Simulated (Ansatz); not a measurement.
A single Co atom.

Basis set: def2-SVP. Charge 2. Computed with Ansatz (development build ahead of 0.2.0); the lowest solution found for each multiplicity.

**Question.** How do the multiplicities compare at this shape? Give, from the lowest of each method, PBE0 (unrestricted) for 2, 4.

**Answer.**

```csv
method,multiplicity,E (eV),<S²>
"PBE0, unrestricted",2,1.447,1.75
"PBE0, unrestricted",4,0.000,3.75
```

Caution for PBE0, unrestricted: the unrestricted determinant is a mixture of spin states.
